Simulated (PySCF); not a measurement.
Cd²⁺: excitation energy

Cd²⁺ [Kr] 4d10 (1S) → Cd²⁺ [Kr] 4d9 5p1 (high-spin determinant), as a difference of total energies. Calculation: PySCF 2.14, in x2c-QZVPPall with one added diffuse shell each of s, p, d, f, g type (14s9p8d5f3g, 143 functions); the spin-free X2C one-electron Hamiltonian (Gaussian nucleus). Correlated levels: valence: [Kr] frozen; valence and next inner shell: [Ar] 3d10 frozen. The calculations carry no spin-orbit coupling.

| method | excitation energy (eV) |
| --- | --- |
| UHF | 16.272 |
| LDA | 16.821 |
| PBE | 16.584 |
| PBE0 | 16.752 |
| r2SCAN | 16.703 |
| MP2 (valence) | 17.482 |
| SCS-MP2 (valence) | 17.451 |
| MP2 (valence and next inner shell) | 17.318 |
| SCS-MP2 (valence and next inner shell) | 17.245 |

Question: How much does correlation contribute at MP2 (valence and next inner shell)?

Answer: 17.318 − (16.272) = 1.046 eV, measured against UHF.

A first-order spin-orbit estimate (lowest level to lowest level, LS coupling) adds -0.154 eV.

The determinant of the upper state mixes LS terms, which raises its energy above the lowest term, most at the Hartree-Fock and MP2 levels.
